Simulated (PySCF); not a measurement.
GeH⁻: mean field, correlation and small terms against distance

State: ³Σ⁻, triplet, unpaired electrons π ↑↑. ROHF-based CCSD(T) in PySCF 2.14 with Ge aug-cc-pwCVDZ-PP with ECP10, H aug-cc-pVDZ and Ge aug-cc-pwCVTZ-PP with ECP10, H aug-cc-pVTZ (frozen core orbitals: 4; scalar-relativistic core potentials). Correlation energies are extrapolated as n⁻³ (n = 2, 3), Hartree–Fock as (n+1)·exp(−9√n). All energies in eV from Ge⁻ + H.

```json
{"R (Å)": "1.4478", "HF/CBS": "-1.563", "CCSD corr.": "-1.036", "(T)": "-0.0263", "total": "-2.625"}
{"R (Å)": "1.5137", "HF/CBS": "-1.705", "CCSD corr.": "-1.025", "(T)": "-0.0278", "total": "-2.758"}
{"R (Å)": "1.5795", "HF/CBS": "-1.768", "CCSD corr.": "-1.018", "(T)": "-0.0296", "total": "-2.815"}
{"R (Å)": "1.6453", "HF/CBS": "-1.772", "CCSD corr.": "-1.014", "(T)": "-0.0317", "total": "-2.817"}
{"R (Å)": "1.7111", "HF/CBS": "-1.733", "CCSD corr.": "-1.012", "(T)": "-0.0341", "total": "-2.779"}
{"R (Å)": "1.7934", "HF/CBS": "-1.642", "CCSD corr.": "-1.012", "(T)": "-0.0372", "total": "-2.691"}
{"R (Å)": "1.8756", "HF/CBS": "-1.520", "CCSD corr.": "-1.014", "(T)": "-0.0404", "total": "-2.574"}
```

A fit to the total gives Re = 1.6145 Å, De = 2.822 eV, ωe = 1713.1 cm⁻¹, Be = 6.504 cm⁻¹ (masses 73.9212 and 1.0078 u).

Question: At R = 1.6453 Å the CCSD correlation energy is -0.335741 hartree in the smaller basis and -0.546926 in the larger. Extrapolate it.

Answer: (3³·E3 − 2³·E2)/(3³ − 2³) = -0.63585 hartree; the larger basis holds 86.0 % of it.

The T1 diagnostic is 0.016. The state was picked by a PBE0 search and need not be the measured ground state. Spin–orbit coupling, excitations beyond (T) and corrections to the Born–Oppenheimer picture are left out.
